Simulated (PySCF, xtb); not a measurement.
C5H9N, SMILES C([C@@H](C#C)C)N.

GFN2-xTB (xtb) at its own geometry gives an orbital gap of 5.90 eV and a dipole moment of 1.10 D.

Geometry optimised at PBE0-D3(BJ)/def2-SVP. The structure was generated by enumeration; whether it is a known compound was not checked. The values are those of a single conformer.

What does PBE/def2-TZVP (PySCF) give? (The exact figures need the calculation; the answer reports its results.)

gap 5.36 eV (levels -5.43 and -0.07 eV), dipole 1.18 D.
